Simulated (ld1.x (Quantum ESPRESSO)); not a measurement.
**Sm, TM: configuration errors across variants**

| Item | Value |
| --- | --- |
| Element | Sm (Z = 62) |
| Generator | ld1.x (Quantum ESPRESSO) 7.5 |
| Type | norm-conserving Troullier–Martins (Kleinman–Bylander form) |
| Functional | PBEsol |
| Relativity | scalar-relativistic |
| Frozen core | [Kr] 4d10 5s2 |
| Valence charge | 14 |
| Reference configuration | 4f6 5p6 5d1 6s1 6p0 |
| Partial waves | 6s (bound): rc 3.85 bohr; 5p (bound): rc 1.65 bohr; 5d (bound): rc 3.95 bohr; 4f (bound): rc 1.05 bohr |
| Local potential | all-electron potential smoothed inside 2.05 bohr (lloc = -1) |
| Core correction | Bessel-smoothed model core inside 0.95 bohr |

All-electron excitation energies from the reference (eV): (1) 4f6 5p6 5d0 6s2 6p0 -2.012; (2) 4f6 5p6 5d0 6s1 6p0 3.952; (3) 4f6 5p6 5d0 6s0 6p0 14.939; (4) 4f6 5p6 5d0 6s0 6p2 3.022; (5) 4f5 5p6 5d0 6s0 6p0 38.821.

Tests that are not counted but printed errors over 1 eV. “base”: 4f6 5p5 5d0 6s2 6p0 (solver errors, printed error -1164 eV); 4f5 5p6 5d0 6s2 6p0 (solver errors, printed error -1632 eV). “local potential all-electron potential smoothed inside 1.64 bohr (lloc = -1)”: 4f6 5p6 5d0 6s0 6p2 (solver errors, printed error -1609 eV); 4f5 5p6 5d0 6s2 6p0 (solver errors, printed error -1423 eV); 2 more. “local potential all-electron potential smoothed inside 2.86 bohr (lloc = -1)”: 4f6 5p5 5d0 6s2 6p0 (solver errors, printed error -1538 eV); 4f5 5p6 5d0 6s2 6p0 (solver errors, printed error -1191 eV). “local potential all-electron potential smoothed inside 3.24 bohr (lloc = -1)”: 4f6 5p5 5d0 6s2 6p0 (solver errors, printed error -1204 eV); 4f5 5p6 5d0 6s2 6p0 (solver errors, printed error -1189 eV).

A true bound ghost makes a file unfit for plane-wave use even where its test errors are small: the radial tests pick states by their node count and pass the ghost by. Where a test does run into it, the solver fails or the error is huge.

Errors AE − PS in meV (a dash: test not solved or not reliable):

```tsv
change	(1)	(2)	(3)	(4)	(5)	bound ghosts
base	+3.4	+12	-5.0	-1.9	-139	s
local potential all-electron potential smoothed inside 1.64 bohr (lloc = -1)	+5.3	–	-4.4	–	-37	s
local potential all-electron potential smoothed inside 2.86 bohr (lloc = -1)	+1.0	+0.7	-5.8	-12	-242	s
local potential all-electron potential smoothed inside 3.24 bohr (lloc = -1)	+23	+194	-6.7	-106	-372	none
local potential all-electron potential smoothed inside 3.96 bohr (lloc = -1)	-0.8	+2.3	-20	-875	-1322	none
local potential all-electron potential smoothed inside 4.60 bohr (lloc = -1)	-2.7	-4.2	-31	-1297	-1570	none
```

Q: Give the same row for: local potential all-electron potential smoothed inside 2.14 bohr (lloc = -1).

A: +3.2, +11, -5.1, -21, -182; bound ghosts: s. Not counted: 4f6 5p5 5d0 6s2 6p0 (solver errors, printed error -1613 eV); 4f5 5p6 5d0 6s2 6p0 (solver errors, printed error -1473 eV).
